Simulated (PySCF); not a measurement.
## Partial charges of 3,3,4,4,5,5,5-heptafluoropent-1-ene

Compound: 3,3,4,4,5,5,5-heptafluoropent-1-ene, C₅H₃F₇.
Structure used (PBE0-D3(BJ)/def2-SVP), in Å, numbered top down from 1:
```
atom  x, y, z in Å
C1     2.6271    0.2150   -0.0353
C2     1.4900    0.3505   -0.7099
C3     0.1847    0.6383   -0.0383
F4    -0.4093    1.7020   -0.6196
F5     0.3465    0.9122    1.2705
C6    -0.7865   -0.5589   -0.1511
F7    -0.9898   -0.8097   -1.4542
F8    -0.2087   -1.6266    0.4140
C9    -2.1716   -0.3820    0.5101
F10   -2.8903   -1.4750    0.2903
F11   -2.8114    0.6564   -0.0040
F12   -2.0463   -0.2126    1.8166
H13    2.6510    0.3057    1.0535
H14    3.5676    0.0120   -0.5524
H15    1.4341    0.2552   -1.7974
```

Density: PBE0/pcSseg-1 (PySCF); schemes: Mulliken, IAO, Hirshfeld and ESP-fitted. The structure is a single PBE0-D3(BJ)/def2-SVP conformer in the gas phase; no vibrational or solvent corrections.

Q: For which atoms does the sign change between the 4 schemes (beyond +0.03 e in one, beyond −0.03 e in another)?

A: For none.

Q: Do the Mulliken, IAO, Hirshfeld and ESP-fitted schemes agree on where the charge is lowest?

A: The schemes don't all agree: Mulliken F4 (-0.278); IAO F4 (-0.283); Hirshfeld F4 (-0.091); ESP-fitted C1 (-0.334).

Q: Give the atomic charges in each scheme.

A: In e:

```json
{"atom": "C1", "environment": "terminal =CH2 carbon", "Mulliken": "-0.100", "IAO": "-0.258", "Hirshfeld": "-0.067", "ESP-fitted": "-0.334"}
{"atom": "C2", "environment": "alkene CH carbon", "Mulliken": "-0.257", "IAO": "-0.191", "Hirshfeld": "-0.077", "ESP-fitted": "-0.179"}
{"atom": "C3", "environment": "CF2 carbon", "Mulliken": "+0.522", "IAO": "+0.539", "Hirshfeld": "+0.159", "ESP-fitted": "+0.388"}
{"atom": "F4", "environment": "fluorine of a CF2 group", "Mulliken": "-0.278", "IAO": "-0.283", "Hirshfeld": "-0.091", "ESP-fitted": "-0.178"}
{"atom": "F5", "environment": "fluorine of a CF2 group", "Mulliken": "-0.276", "IAO": "-0.281", "Hirshfeld": "-0.074", "ESP-fitted": "-0.151"}
{"atom": "C6", "environment": "CF2 carbon", "Mulliken": "+0.386", "IAO": "+0.499", "Hirshfeld": "+0.137", "ESP-fitted": "+0.050"}
{"atom": "F7", "environment": "fluorine of a CF2 group", "Mulliken": "-0.274", "IAO": "-0.273", "Hirshfeld": "-0.076", "ESP-fitted": "-0.109"}
{"atom": "F8", "environment": "fluorine of a CF2 group", "Mulliken": "-0.265", "IAO": "-0.269", "Hirshfeld": "-0.079", "ESP-fitted": "-0.100"}
{"atom": "C9", "environment": "CF3 carbon", "Mulliken": "+0.848", "IAO": "+0.791", "Hirshfeld": "+0.236", "ESP-fitted": "+0.497"}
{"atom": "F10", "environment": "fluorine of a CF3 group", "Mulliken": "-0.250", "IAO": "-0.261", "Hirshfeld": "-0.082", "ESP-fitted": "-0.140"}
{"atom": "F11", "environment": "fluorine of a CF3 group", "Mulliken": "-0.246", "IAO": "-0.260", "Hirshfeld": "-0.079", "ESP-fitted": "-0.143"}
{"atom": "F12", "environment": "fluorine of a CF3 group", "Mulliken": "-0.247", "IAO": "-0.260", "Hirshfeld": "-0.080", "ESP-fitted": "-0.152"}
{"atom": "H13", "environment": "vinylic hydrogen", "Mulliken": "+0.144", "IAO": "+0.168", "Hirshfeld": "+0.053", "ESP-fitted": "+0.191"}
{"atom": "H14", "environment": "vinylic hydrogen", "Mulliken": "+0.142", "IAO": "+0.167", "Hirshfeld": "+0.065", "ESP-fitted": "+0.188"}
{"atom": "H15", "environment": "vinylic hydrogen", "Mulliken": "+0.148", "IAO": "+0.172", "Hirshfeld": "+0.055", "ESP-fitted": "+0.172"}
```

Mean size of the charges over all atoms: IAO 0.311 e, Mulliken 0.292 e, ESP-fitted 0.198 e, Hirshfeld 0.094 e. Each set sums to the total charge, 0, to within 0.001 e. The Mulliken scheme counts on each atom the diagonal of the density matrix times the overlap matrix over that atom's basis functions. The Hirshfeld scheme weights the molecular density at each point by an atom's share of the summed free-atom densities.

Q: How closely do the schemes follow one another over all atoms?

A: Correlation coefficient and root-mean-square difference: IAO with Hirshfeld 1.00, 0.248 e; Mulliken with Hirshfeld 0.99, 0.239 e; Mulliken with IAO 0.99, 0.057 e; Hirshfeld with ESP-fitted 0.92, 0.138 e; IAO with ESP-fitted 0.91, 0.172 e; Mulliken with ESP-fitted 0.90, 0.170 e.

Q: How many electrons does the ESP-fitted scheme count on C6?

A: Z − q = 6 − (+0.050) = 5.950.
